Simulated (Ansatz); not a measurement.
Cost and result up the ladder for GeMe(OiPr)3 (C₁₀H₂₄GeO₃) (38 atoms). Charge 0, multiplicity 1. Geometry: r2SCAN-D4/def2-SVP.

```xyz
38

Ge    0.228    0.546    0.947
C     0.279    1.999    2.213
H    -0.737    2.265    2.539
H     0.761    2.878    1.763
H     0.866    1.682    3.086
O     1.876    0.367    0.322
C     2.278   -0.814   -0.385
C     3.780   -0.948   -0.207
C     1.868   -0.718   -1.848
H     1.780   -1.692    0.072
H     4.289   -0.066   -0.628
H     4.159   -1.849   -0.715
H     4.034   -1.014    0.862
H     0.777   -0.599   -1.939
H     2.348    0.155   -2.320
H     2.167   -1.623   -2.402
O    -0.971    0.796   -0.355
C    -1.217    2.096   -0.892
C    -2.528    2.020   -1.656
C    -0.058    2.554   -1.768
H    -1.338    2.823   -0.059
H    -2.437    1.296   -2.481
H    -2.799    3.001   -2.077
H    -3.339    1.683   -0.993
H     0.890    2.555   -1.207
H     0.063    1.870   -2.623
H    -0.233    3.570   -2.156
O    -0.224   -1.015    1.644
C    -1.475   -1.665    1.385
C    -1.765   -2.551    2.585
C    -1.401   -2.445    0.081
H    -2.275   -0.903    1.290
H    -0.965   -3.300    2.699
H    -2.725   -3.077    2.464
H    -1.805   -1.951    3.506
H    -1.211   -1.761   -0.760
H    -0.590   -3.190    0.130
H    -2.348   -2.975   -0.115
```

Ansatz on 2 threads of AMD EPYC 7R13 on a shared host and a share (18 GiB) of an NVIDIA H100 80GB HBM3. Times are rough, and most runs start from the orbitals of an earlier one. PBE0-D4/def2-TZVP serves as the yardstick here, not as an exact answer. Differences are given only for rows in sets of like size (and for xTB, whose basis is part of the method), since another set adds its own error. Binding counts from free atoms at the same level (Ge triplet, C triplet, H doublet, O triplet; other spins of the atoms weren't run), without zero-point energy or a counterpoise term.

The 6-31G sets use Cartesian d functions. B3LYP takes the VWN-RPA correlation. Correlated methods freeze 22 core orbitals; core or outer-core shells of Ge are correlated, in sets that lack core-valence functions. Single mean-field runs in def2-TZVP are fitted with def2-universal-jkfit.

Correlated methods converge slowly with the basis.

```csv
level,functions,binding energy per atom (eV),difference from PBE0-D4/def2-TZVP (eV)
HF/6-31G,194,2.90,–
PBE0-D4/def2-TZVP (with forces),595,4.13,0.00
r2SCAN-D4/def2-TZVP,595,4.13,-0.01
PBE-D4/def2-TZVP (with forces),595,4.19,0.06
MP2/def2-TZVP,595,4.04,-0.09
HF/def2-TZVP,595,3.04,-1.09
B3LYP-D4/6-31G,194,4.05,–
LDA (SPW92)/def2-TZVP,595,4.70,0.57
PBE-D4/def2-SVP,334,4.23,–
PBE0-D4/def2-SVP,334,4.17,–
```

Estimate how long each takes.

HF/6-31G 2 s; PBE-D4/def2-SVP 2.3 s; PBE0-D4/def2-SVP 2.3 s; HF/def2-TZVP 2.4 s; B3LYP-D4/6-31G 2.7 s; LDA (SPW92)/def2-TZVP 2.8 s; r2SCAN-D4/def2-TZVP 3.7 s; PBE-D4/def2-TZVP (with forces) 3.8 s; MP2/def2-TZVP 4 s; PBE0-D4/def2-TZVP (with forces) 4.4 s. On shared hardware such times vary by a factor of up to 3.
